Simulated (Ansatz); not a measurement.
The same hydrogen abstraction along the group B, Ga, In.

Computed with Ansatz on PBE0-D4/def2-TZVP structures; ΔE is electronic, products minus reactants. CBS: MP2 limit from def2 TZ/QZ plus the TZ coupled-cluster correction, frozen cores. This one scheme is used for every species, atoms too. Functionals use def2-TZVPP. Open shells (•) are unrestricted, without spin–orbit coupling. def2 core potentials past Kr. For Ga, In outer-core shells are correlated without core-valence functions, so the limit isn't a true one: a few kJ/mol of doubt a bond, and 10 to 20 or more in all where bonds break to atoms. Scalar relativity is left out up to krypton.

```
                                     reaction  ωB97X-V (kJ/mol)  CCSD(T)/def2-SVP (kJ/mol)  ωB97M-V (kJ/mol)
                 `CBCl` + H• → `C[B]Cl`• + H₂                 8                         11                 8
`[CH3][GaH][Cl]` + H• → `[CH3][Ga][Cl]`• + H₂              -100                        -95              -110
`[CH3][InH][Cl]` + H• → `[CH3][In][Cl]`• + H₂              -143                       -146              -151
```

(1) Give the CCSD(T)/CBS values in the same order. (An estimate is asked.)

Largest T1 diagnostic: 0.016, for `[CH3][In][Cl]`•.

Answers

(1) The calculation gave: -1, -105, -155 kJ/mol.
